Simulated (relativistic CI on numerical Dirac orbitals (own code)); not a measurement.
## Ru⁷⁺: 4s photoemission

Computed with this model: Dirac-Coulomb-Breit CI, orbitals from a KLI potential per configuration, model QED (radiative potential, 1s self-energy scaled to tabulated hydrogen-like ionisation energies), valence Slater integrals scaled by 0.8, multiplet model of photoemission in the sudden approximation; configurations [Kr] 4d → [Ar] 3d10 4s 4p6 4d; 80 K; Lorentzian 2 eV and Gaussian 0.6 eV FWHM. Energies are those of the free ion, without screening or charge transfer. The energies are binding energies and can lie tens of eV above those of solids. Without intra-shell correlation the exchange splitting of an s hole comes out too large, often by half or more. S is read from ⟨S²⟩ = S(S + 1).

Field parameters in Wybourne normalisation: Td as Oh with Dq negative (B⁴₀ = 21Dq, B⁴₄ = √(5/14) B⁴₀). The field is a parameter set, without covalency.

Computed curve for free ion, scaled to 100 at the maximum (points under 2 are left out and the grid is thinned):

(Energy (eV), Intensity): (189.6, 2.1), (190.0, 2.3), (190.4, 2.6), (190.8, 2.9), (191.4, 3.6), (191.8, 4.1), (192.2, 4.8), (192.6, 5.6), (193.0, 6.7), (193.4, 8.1), (193.8, 10.0), (194.2, 12.7), (194.8, 19.2), (195.2, 26.5), (195.6, 37.8), (196.0, 55.2), (196.4, 78.0), (196.8, 96.9), (197.2, 97.4), (197.6, 79.3), (198.2, 48.4), (198.6, 35.5), (199.0, 28.5), (199.4, 25.7), (199.8, 26.5), (200.2, 29.8), (200.6, 32.5), (201.0, 30.5), (201.6, 20.8), (202.0, 15.0), (202.4, 11.0), (202.8, 8.4), (203.2, 6.6), (203.6, 5.4), (204.0, 4.5), (204.4, 3.8), (205.0, 3.0), (205.4, 2.7), (205.8, 2.4), (206.2, 2.1)

The ground state has S = 0.50, and the centroid lies at 197.77 eV.
